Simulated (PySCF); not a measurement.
Constitutional and geometric isomers with formula C2H6OSi. Gas-phase values, no solvent. One relaxed conformer stands for each flexible species; it need not be the lowest. Strings in code marks are SMILES.

Computed with PBE-D3(BJ)/def2-TZVP // B3LYP-D3(BJ)/def2-TZVP run with PySCF. 

```
species                                                       LUMO (eV)  HOMO (eV)
------------------------------------------------------------  ---------  ---------
`C/C=[SiH]/O` (C–Si–O–H torsion 0°)                                   …      -4.75
`C/C=[SiH]\O` (C–Si–O–H torsion 0°)                               -0.98          …
`[SiH2]1[C@@H](C1)O` (H–O–C–Si torsion 142°)                          …      -5.68
`C[C@@H]1O[SiH2]1`                                                -1.29      -6.14
`C=C(O)[SiH3]` (Si–C–O–H torsion 0°)                              -0.99      -5.73
`O[SiH]1CC1` (H–O–Si–C torsion 31°)                               -0.39      -5.55
`[SiH2](C=C)O` (C–C–Si–O torsion -7°, C–Si–O–H torsion -69°)          …      -6.82
`C1O[SiH2]C1`                                                     -1.00      -6.36
```

Fill in the missing entries.


- `C/C=[SiH]/O` (C–Si–O–H torsion 0°), LUMO (eV): -1.02
- `C/C=[SiH]\O` (C–Si–O–H torsion 0°), HOMO (eV): -4.78
- `[SiH2]1[C@@H](C1)O` (H–O–C–Si torsion 142°), LUMO (eV): -0.63
- `[SiH2](C=C)O` (C–C–Si–O torsion -7°, C–Si–O–H torsion -69°), LUMO (eV): -1.49
